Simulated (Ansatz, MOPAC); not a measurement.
Species: InF₂ (charge 0, doublet). SMILES: [F][In][F]

Atoms: In1, F2, F3. Bonds: In1-F2, In1-F3.

Bond lengths (Å) and angles (degrees) optimised at PM7 with MOPAC; HF/6-31G* with LANL2DZ past Ar with Ansatz (a quantum-chemistry and plane-wave program); PBE/6-31G* with LANL2DZ past Ar with Ansatz, each started from the B3LYP-D3(BJ)/def2-TZVP structure (Ansatz) of the last column. A row stands for all coordinates that are equal there. 6-31G* holds six Cartesian d functions. No wavenumbers were computed at PM7, PBE/6-31G* with LANL2DZ past Ar, so these may be saddle points.

```tsv
coordinate	PM7	HF/6-31G* with LANL2DZ past Ar	PBE/6-31G* with LANL2DZ past Ar	B3LYP-D3(BJ)/def2-TZVP
In1-F2	1.907	1.801	1.851	1.976
F2-In1-F3	119.0	113.3	114.2	117.8
```

Mean signed difference of all 2 bond lengths from B3LYP-D3(BJ)/def2-TZVP: PM7 -0.069 Å, HF/6-31G* with LANL2DZ past Ar -0.174 Å, PBE/6-31G* with LANL2DZ past Ar -0.125 Å.
